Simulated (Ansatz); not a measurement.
Compare A (`C1[CH2][GeH2][NH]1`) with its isomer B (`C=[C](N)[GeH3]`).

Isolated molecules relaxed with PBE0-D4/def2-TZVP in Ansatz; ΔE leaves out vibrations. CBS: MP2 limit from def2 TZ/QZ plus the TZ coupled-cluster correction, frozen cores. Functionals use def2-TZVPP. For Ge outer-core shells are correlated without core-valence functions, which leaves a few kJ/mol of doubt a bond. Scalar relativity is left out up to krypton. One conformer a species, not always the lowest.

Task: Which is lower in electronic energy at CCSD(T)/CBS, and by how much? (Best estimate.)

Result: Ansatz gave: A, by 20.4 kJ/mol.

Task: Give E(B) − E(A) in kJ/mol with MP2/def2-TZVPP, HF/def2-TZVPP, PBE-D4, PBE0-D4, LDA (SPW92), BLYP-D4, ωB97M-V. (An estimate is asked.)

Result: Computed: MP2/def2-TZVPP 27.5, HF/def2-TZVPP 5.7, PBE-D4 11.5, PBE0-D4 21.0, LDA (SPW92) 19.2, BLYP-D4 -6.5, ωB97M-V 17.8. The order is the other way round with BLYP-D4.

Task: Does the order hold for the free energy at 298.15 K (harmonic terms from PBE0-D4)? (Estimate.)

Result: Computed: Yes: G(B) − G(A) = +5.4 kJ/mol, for one conformer each.

Largest T1 diagnostic: 0.012.

At CCSD(T), def2-SVP lies −9.9 kJ/mol from the extrapolated value and def2-TZVPP −0.6 kJ/mol. From PBE to PBE0 (25 % exact exchange), in def2-TZVPP and without D4, E(B) − E(A) moves by +9.8 kJ/mol.
